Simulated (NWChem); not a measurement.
# C2H5ClOSi; SMILES Cl/C=C/[SiH2]O

```xyz
10

O     -0.8268    -2.7570     0.1074
Si     0.4821    -1.7354    -0.0365
C     -0.0232     0.0052    -0.4854
C      0.2532     1.0322     0.3231
Cl    -0.1659     2.6749    -0.0066
H     -1.4942    -2.5124     0.7552
H      1.2616    -1.6330     1.2384
H      1.3141    -2.3388    -1.1112
H     -0.5569     0.2115    -1.4212
H      0.7803     0.9258     1.2770
```
Atoms are numbered in this order, from 1.

Results from NWChem. Medium grid unless said otherwise, to which SCAN and Minnesota functionals are sensitive. Structure relaxed at the PBE0/def2-SVP level. B3LYP is NWChem's, with the RPA form of VWN correlation. Total energies of different functionals are on different scales.

```tsv
level	energy (Ha)	highest occupied level (eV)	orbital gap (eV)	dipole (D)
PBE/def2-TZVP	-903.7236	-6.63	4.66	1.09
B3LYP/def2-TZVP	-904.2896	[?]	[?]	1.11
TPSSh/def2-TZVP	-904.2887	-7.12	5.69	1.10
BLYP/def2-TZVP	-904.1940	-6.45	4.64	1.10
LDA (Slater exchange, VWN5)/def2-TZVP	-900.3398	-6.80	4.60	1.11
M06-2X/def2-TZVP	-904.1478	-8.98	8.83	1.10
```

Question: Some entries are withheld; supply them.

Answer: 
- B3LYP/def2-TZVP, highest occupied level (eV): -7.55
- B3LYP/def2-TZVP, orbital gap (eV): 6.32
